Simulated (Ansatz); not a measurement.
Molecule: CdCl (charge 0, doublet). SMILES of the parent species: [Cl][Cd]

Atoms: Cd1, Cl2. Bonds: Cd1-Cl2.

Bond lengths (Å) and angles (degrees) optimised at HF/6-31G* with LANL2DZ past Ar with Ansatz (a first-principles code); B3LYP/LANL2DZ with Ansatz; B3LYP/6-31G* with LANL2DZ past Ar with Ansatz, each started from the B3LYP-D3(BJ)/def2-TZVP structure (Ansatz) of the last column. A row stands for all coordinates that are equal there. 6-31G* holds six Cartesian d functions.

```
coordinate  HF/6-31G* with LANL2DZ past Ar  B3LYP/LANL2DZ  B3LYP/6-31G* with LANL2DZ past Ar  B3LYP-D3(BJ)/def2-TZVP
----------  ------------------------------  -------------  ---------------------------------  ----------------------
Cd1-Cl2                              2.381          2.474                              2.441                   2.399
```

Mean signed difference of all 1 bond lengths from B3LYP-D3(BJ)/def2-TZVP: HF/6-31G* with LANL2DZ past Ar -0.018 Å, B3LYP/LANL2DZ 0.075 Å, B3LYP/6-31G* with LANL2DZ past Ar 0.042 Å.
